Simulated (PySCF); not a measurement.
**Excitation energy of O²⁺ by level of theory**

O²⁺ [He] 2s2 2p2 (3P) → O²⁺ [He] 2s1 2p3 (5S), as a difference of total energies. Calculation: PySCF 2.14, in aug-cc-pCVTZ-DK with one added diffuse shell each of s, p, d, f type (8s7p5d3f, 75 functions); scalar relativity by spin-free X2C-1e. Correlated levels: valence: 1s2 frozen; valence and next inner shell: nothing frozen. The calculations carry no spin-orbit coupling.

| method | excitation energy (cm⁻¹) |
| --- | --- |
| UHF | 45086 |
| LDA | 59809 |
| PBE | 61369 |
| PBE0 | 59732 |
| r2SCAN | 53539 |
| CAM-B3LYP | 66569 |
| TPSSh | 62911 |
| wB97X-V | 65811 |
| B97-3 | 64260 |
| MP2 (valence) | 55879 |
| SCS-MP2 (valence) | 60937 |
| MP2 (valence and next inner shell) | 55764 |
| SCS-MP2 (valence and next inner shell) | 60836 |

A first-order spin-orbit estimate (lowest level to lowest level, LS coupling) adds 0.027 eV.
